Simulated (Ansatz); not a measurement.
CH2 (SMILES [CH2]), singlet, at a GFN2-xTB geometry; CCSD(T)/def2-SV(P) in Ansatz (a first-principles code).

Input for Ansatz:
Ansatz 0.2 input:
```yaml
crystal:
  periodic: [false, false, false]
  atoms:
    - {symbol: C, position_ang: [0.00106484, 0.16389984, 0.01623868]}
    - {symbol: H, position_ang: [-0.88481843, -0.48695954, -0.03874538]}
    - {symbol: H, position_ang: [0.87842936, -0.49643949, -0.05868670]}
basis:
  gaussian:
    orbitals: def2-SV_P_.json
magnetization: {spin_polarized: false}
correlation: {method: ccsd_t, diis_vectors: 4}
```
The basis file holds def2-SV(P) in the JSON format of the Basis Set Exchange.

Output, abridged:

```
Functional definition: HF
208 factors; integrals over basis functions are off by at most 5.3e-4 eV
mean field evaluation 1: about -1056.5080 eV, gradient 9.2e0 eV
mean field evaluation 2: about -1056.5071 eV, gradient 9.2e0 eV
mean field evaluation 4: about -1056.8395 eV, gradient 4.8e-1 eV
mean field evaluation 8: about -1056.8416 eV, gradient 3.8e-4 eV
mean field evaluation 16: about -1056.8416 eV, gradient 1.4e-6 eV
mean field -1056.84157561 eV, -38.8382115509 hartree, gradient 1.4e-6 eV, S^2 0.000000; 0 other end points of the search recorded, 0 dependent functions left out; unrestricted orbitals would lower it
1 core orbitals not correlated
reference -1056.84157561 eV, -38.8382115509 hartree; 3, 3 occupied and 14, 14 virtual orbitals, 208 factors
second order -2.55752456 eV of doubles, -0.00000000 eV of singles
cycle   1  -3.00659013 eV  change   -4.5e-1 eV  update   5.1e-2
cycle   2  -3.21027433 eV  change   -2.0e-1 eV  update   2.6e-2
cycle   3  -3.24446721 eV  change   -3.4e-2 eV  update   1.3e-2
cycle   4  -3.25133377 eV  change   -6.9e-3 eV  update   5.6e-3
cycle   5  -3.25242252 eV  change   -1.1e-3 eV  update   2.3e-3
cycle   6  -3.25333961 eV  change   -9.2e-4 eV  update   7.0e-4
cycle   7  -3.25338935 eV  change   -5.0e-5 eV  update   2.0e-4
cycle   8  -3.25337709 eV  change    1.2e-5 eV  update   7.0e-5
cycle   9  -3.25333281 eV  change    4.4e-5 eV  update   2.1e-5
cycle  10  -3.25331726 eV  change    1.6e-5 eV  update   7.9e-6
cycle  11  -3.25330739 eV  change    9.9e-6 eV  update   4.6e-6
cycle  12  -3.25330196 eV  change    5.4e-6 eV  update   2.5e-6
cycle  13  -3.25330012 eV  change    1.8e-6 eV  update   1.2e-6
perturbative correction -0.07022978 eV, -0.0025808969 hartree
Total energy: -1060.16510552 eV, -38.9603490220 hartree
```
